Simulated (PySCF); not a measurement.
Pm²⁺ (promethium, charge +2): revPBE calculation

Configuration: [Xe] 4f4 6s1, one real determinant (an excited configuration). Calculation: PySCF 2.14, in cc-pVDZ-X2C; scalar relativity by spin-free X2C-1e.

```
Total energy                                                  : -10019.10 hartree
One-electron energy                                           : -13634.96 hartree
Hartree (Coulomb) energy                                      : 3847.10 hartree
Exchange-correlation energy                                   : -231.25 hartree
⟨S²⟩                                                          : 8.7510
⟨L²⟩                                                          : 34.001
Sum of ⟨r⟩                                                    : 37.05 bohr
Sum of ⟨r²⟩                                                   : 52.97 bohr²
Traceless quadrupole moment −½Σ⟨3z² − r²⟩ along its main axis : 0.0245 e·bohr²
Langevin diamagnetic susceptibility                           : -42.0 ×10⁻⁶ cm³/mol
```

| shell | electrons | mean orbital energy (hartree) | spread (hartree) | rms radius, mean of both spins (bohr) |
| --- | --- | --- | --- | --- |
| 1s α | 1 | -1651.35883 | 0 | 0.0264 |
| 1s β | 1 | -1651.35782 | 0 | 0.0264 |
| 2s α | 1 | -269.23816 | 0 | 0.107 |
| 2s β | 1 | -269.23632 | 0 | 0.107 |
| 2p α | 3 | -240.87599 | 0.00186 | 0.0959 |
| 2p β | 3 | -240.87442 | 0.00192 | 0.0959 |
| 3s α | 1 | -59.45020 | 0 | 0.278 |
| 3s β | 1 | -59.40417 | 0 | 0.278 |
| 3p α | 3 | -50.50958 | 0.00919 | 0.278 |
| 3p β | 3 | -50.46372 | 0.01148 | 0.278 |
| 3d α | 5 | -38.08068 | 0.00844 | 0.256 |
| 3d β | 5 | -38.04485 | 0.01421 | 0.256 |
| 4s α | 1 | -12.54946 | 0 | 0.629 |
| 4s β | 1 | -12.42949 | 0 | 0.629 |
| 4p α | 3 | -9.60073 | 0.01368 | 0.668 |
| 4p β | 3 | -9.48047 | 0.01918 | 0.668 |
| 4d α | 5 | -5.39447 | 0.01182 | 0.739 |
| 4d β | 5 | -5.27373 | 0.03018 | 0.739 |
| 5s α | 1 | -2.28279 | 0 | 1.50 |
| 5s β | 1 | -2.21352 | 0 | 1.50 |
| 5p α | 3 | -1.54198 | 0.00489 | 1.73 |
| 5p β | 3 | -1.48784 | 0.00749 | 1.73 |
| 4f α | 4 | -0.93303 | 0.02236 | 1.05 |
| 6s α | 1 | -0.57949 | 0 | 3.99 |

⟨L²⟩ = 34.00 against 42 for a pure I term, so this real determinant mixes terms. Spin-orbit coupling, absent here, splits the open shell strongly.

Densities and radii are taken from the X2C orbitals without a picture-change correction, which distorts them close to the nucleus.
